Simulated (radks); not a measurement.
Results of a calculation; reference values are marked as such.
Excited configurations of Ir III: one electron is placed in a higher orbital outside [Xe] 4f14 5d6. The ground configuration is [Xe] 4f14 5d7. Level of theory: Dirac Kohn-Sham, PBEsol, spin-unpolarised, spherical densities, finite nucleus; open shells are shared between the two j in proportion to 2j + 1; Fermi nuclear charge, rms radius 5.4032 fm (a radial shooting solver on a logarithmic mesh with Libxc functionals). Excitation = E - E(ground); binding = E(ion) - E, where the ion is the core of charge +3; n* = 3/sqrt(2 binding) in atomic units, and the quantum defect is n - n*. Eigenvalue and <r> are those of j = l + 1/2.

| outer orbital | excitation (eV) | binding (eV) | n* | quantum defect | eigenvalue (eV) | <r> (bohr) |
|---|---|---|---|---|---|---|
| 5f | 22.414 | 8.156 | 3.875 | 1.125 | -6.338 | 5.308 |
| 6s | 3.523 | 27.047 | 2.128 | 3.872 | -22.805 | 2.493 |
| 6p | 11.392 | 19.178 | 2.527 | 3.473 | -15.294 | 3.172 |
| 6d | 19.490 | 11.080 | 3.324 | 2.676 | -9.029 | 4.750 |
| 6f | 25.040 | 5.531 | 4.705 | 1.295 | -4.520 | 9.177 |
| 7s | 18.476 | 12.094 | 3.182 | 3.818 | -10.350 | 5.235 |
| 7p | 20.864 | 9.706 | 3.552 | 3.448 | -8.100 | 6.305 |
| 7d | 23.900 | 6.670 | 4.285 | 2.715 | -5.587 | 8.537 |
| 7f | 26.682 | 3.888 | 5.612 | 1.388 | -3.280 | 14.10 |

The Delta-SCF ionisation energy is 30.570 eV (NIST Atomic Spectra Database: 28 eV, theoretical). Self-interaction in the functional shifts the binding energies and quantum defects, so they are the method's values and not measured ones. Spin polarisation and multiplet splitting are left out, so open shells lie too high by an amount that depends on their filling. Sharing an open shell by 2j + 1 raises it above the true ground level by a part of the spin-orbit splitting, which enters the differences from NIST.

Beside tabulated values, note that spin-unpolarised runs miss the spin-polarisation part of the exchange energy of open shells.
